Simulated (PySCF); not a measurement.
# Low-lying terms of As¹⁵⁺ (arsenic, charge +15)

Ground state [Ar], ¹S. Calculation: PySCF 2.14, in an uncontracted even-tempered set (21 s from 0.192 bohr⁻², ratio 2.5; 14 p from 0.256 bohr⁻², ratio 2.5; 7 d from 0.179 bohr⁻², ratio 2.7; 3 f from 14 bohr⁻², ratio 2.7); scalar relativity by spin-free X2C-1e. Vertical excitation energies in eV without spin-orbit coupling; excited terms of each kind are numbered among those the solver found.

```csv
term,leading excitation,TDA-PBE0
1 3P°,3p → d,81.079
1 3F°,3p → d,82.585
1 1D°,3p → d,87.690
1 3D°,3p → d,87.690
1 1F°,3p → d,89.127
1 1P°,3p → d,115.23
1 3D,3s → d,144.70
1 1D,3s → d,152.70
1 3S,3p → p,297.59
2 3D,3p → p,299.67
2 1D,3p → p,300.96
```

Where a singlet and its triplet coincide, the exchange integral that splits them vanishes by symmetry for a single excitation; correlation beyond this level separates them.

Oscillator strength of the first ¹S → ¹P° line: TDA-PBE0 2.59.

The spin-orbit splitting of the hole, absent here, rivals or exceeds the spacing of these terms, so the LS terms are model states.

The solver can miss terms.
